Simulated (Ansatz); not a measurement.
Reaction (isomerisation): `CC1=NB1` → `CB1C=N1`

Isolated molecules relaxed with PBE0-D4/def2-TZVP in Ansatz; ΔE leaves out vibrations. CCSD(T)/CBS adds triple-zeta CCSD(T) − MP2 to the extrapolated MP2 energy (def2 sets, frozen cores). Functionals use def2-TZVPP. B3LYP here is the variant with VWN-RPA as its local correlation; programs differ in this. HSE06 is defined as in plane-wave codes.

```csv
level,ΔE (kJ/mol),difference from CCSD(T)/CBS
LDA (SPW92),-13.2,3.9
BLYP-D4,-14.6,2.5
r2SCAN-D4,-16.0,1.1
B97M-V,-19.5,-2.4
PBE0-D4,-15.9,1.2
B3LYP-D4,-15.2,1.9
r2SCANh-D4,-16.2,0.9
r2SCAN0-D4,-16.4,0.7
HSE06-D4,-15.9,1.2
BHLYP-D4,-15.1,2.0
CAM-B3LYP-D4,-15.0,2.1
ωB97X-V,-15.2,1.9
ωB97M-V,-17.2,-0.1
PBE-QIDH,-16.2,0.9
PBE,-15.6,1.5
revPBE,-16.4,0.7
BLYP,-15.4,1.7
B3LYP,-15.7,1.4
r2SCANh,-16.2,0.9
r2SCAN0,-16.4,0.7
HSE06,-16.1,1.0
BHLYP,-15.4,1.7
CAM-B3LYP,-15.2,1.9
LC-ωPBE,-17.1,0.0
RPA@PBE/def2-TZVPP,-17.8,-0.7
HF/def2-SVP,-13.8,3.3
MP2/def2-SVP,-14.4,2.7
CCSD/def2-SVP,-15.6,1.5
CCSD(T)/def2-SVP,-15.1,2.0
HF/def2-TZVPP,-14.1,3.0
MP2/def2-TZVPP,-16.3,0.8
SCS-MP2/def2-TZVPP,-15.7,1.4
CCSD/def2-TZVPP,-18.0,-0.9
CCSD(T)/def2-TZVPP,-17.8,-0.7
HF/def2-QZVPP,-13.8,3.3
MP2/def2-QZVPP,-15.8,1.3
SCS-MP2/def2-QZVPP,-15.3,1.8
HF/CBS(def2),-13.7,3.4
MP2/CBS(def2),-15.6,1.5
CCSD/CBS(def2),-17.3,-0.2
CCSD(T)/CBS,-17.1,0
```

Problem. What do rigid-rotor, harmonic-oscillator terms from PBE0-D4/def2-TZVP frequencies (298.15 K, 1 bar) make of the CCSD(T)/CBS value? (An estimate is asked.)

Solution. The calculation gave: ΔZPE = +0.6 kJ/mol, ΔH = -15.8 kJ/mol, ΔS = 11 J/(mol·K), ΔG = -19.1 kJ/mol. Modes under 50 cm⁻¹ make the entropy rough.

Largest T1 diagnostic among the species: 0.011.

Leaving LDA and LC-ωPBE aside and taking each functional with its dispersion term where it has one, the values spread over 4.9 kJ/mol, from B97M-V to BLYP-D4.
